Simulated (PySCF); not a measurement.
## Polarisability and C₆ of Ni²⁺ (nickel, charge +2)

[Ar] 3d8, high-spin 3F determinant. Computed with PySCF 2.14 in aug-cc-pwCVTZ (10s9p7d4f3g, 127 functions), with the non-relativistic Hamiltonian (point nucleus). Coupled (time-dependent) response in atomic units; α is the mean over directions.

```csv
method,mean α (bohr³),C₆ (like pair),S(−4)
PBE0,3.034,8.462,4.675
```

S(−4) is the Cauchy moment in α(ω) = α(0) + S(−4) ω² + …

α(iu) at PBE0:

| u (hartree) | α(iu) (bohr³) |
| --- | --- |
| 0 | 3.034 |
| 0.0500 | 3.022 |
| 0.100 | 2.988 |
| 0.200 | 2.866 |
| 0.300 | 2.698 |
| 0.500 | 2.339 |
| 0.750 | 1.960 |
| 1.00 | 1.671 |
| 1.50 | 1.261 |
| 2.00 | 0.9839 |
| 3.00 | 0.6462 |
| 5.00 | 0.3416 |

A single London oscillator, α(iu) = α/(1 + u²/ω²), gives C₆ = (3/4) ω α². Matching the computed C₆ needs ω = 4 × 8.462 / (3 × 3.034²) = 1.23 hartree.

For an ion, C₆ is the dispersion term alone; charge-induced terms of lower order in 1/R come first.
